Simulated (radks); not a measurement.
Values are calculated unless marked as measured or tabulated.
The lutetium ion Lu12+, 59 electrons, occupied as [Xe] 4f5 (not the ground configuration). Code: a radial shooting solver on a logarithmic mesh with Libxc functionals. Model: scalar-relativistic Kohn-Sham, PBE, spin-polarised, spherical densities, point nucleus; open shells are filled with parallel spins first (spin-orbit coupling, left out, can overturn this in heavy ions).

Normalised radial functions P(r) = r R(r), r in bohr:

r	4f up	4f down	5p down
0.002403	0.0000	0.0000	0.0085
0.003613	0.0000	0.0000	0.0167
0.005434	0.0000	0.0000	0.0326
0.008237	0.0000	0.0000	0.0628
0.01239	0.0002	0.0002	0.1142
0.01863	0.0008	0.0008	0.1921
0.02801	0.0032	0.0032	0.2834
0.04212	0.0128	0.0127	0.3284
0.06335	0.0464	0.0463	0.2102
0.09526	0.1476	0.1470	-0.1370
0.1433	0.3927	0.3909	-0.4570
0.2154	0.8263	0.8217	-0.1893
0.324	1.2893	1.2803	0.5466
0.4911	1.3818	1.3759	0.4286
0.7385	0.9324	0.9375	-0.7345
1.111	0.3546	0.3663	-1.1421
1.67	0.0587	0.0632	-0.4629
2.511	0.0028	0.0031	-0.0485
3.777	0.0000	0.0000	-0.0008

4f up: eigenvalue -299.72 eV, 0 radial nodes, <r> = 0.537 bohr, 90 % of the charge inside 0.838 bohr. 4f down (empty): eigenvalue -293.18 eV, 0 radial nodes, <r> = 0.541 bohr, 90 % of the charge inside 0.848 bohr. 5p down: eigenvalue -244.19 eV, 3 radial nodes at r = 0.0830, 0.240, 0.579 bohr, <r> = 1.06 bohr, 90 % of the charge inside 1.49 bohr.
